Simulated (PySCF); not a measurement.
```xyz
5
charge 0 multiplicity 1, angstrom
Sn    0.0000    0.0000    0.0000
Br   -1.4416   -1.4416   -1.4416
Br   -1.4416    1.4416    1.4416
Br    1.4416    1.4416   -1.4416
Br    1.4416   -1.4416    1.4416
```

Method: PBE/[Sn def2-SVP with ECP28, Br def2-SVP], scalar-relativistic core potentials, density fitting, no spin–orbit coupling, PySCF.

This geometry of SnBr4 is a stationary point at this level.

Problem. What is the point group?

Solution. Td.

Problem. Is it a minimum?

Solution. Yes: all harmonic wavenumbers are real, though the softest, 53 cm⁻¹, leaves little margin.

Problem. Which band is strongest in the infrared?

Solution. 265 cm⁻¹ (t2), 118 km/mol.

Problem. What are the dipole moment and the gap between the highest occupied and lowest empty levels?

Solution. 0.00 D and 2.91 eV.
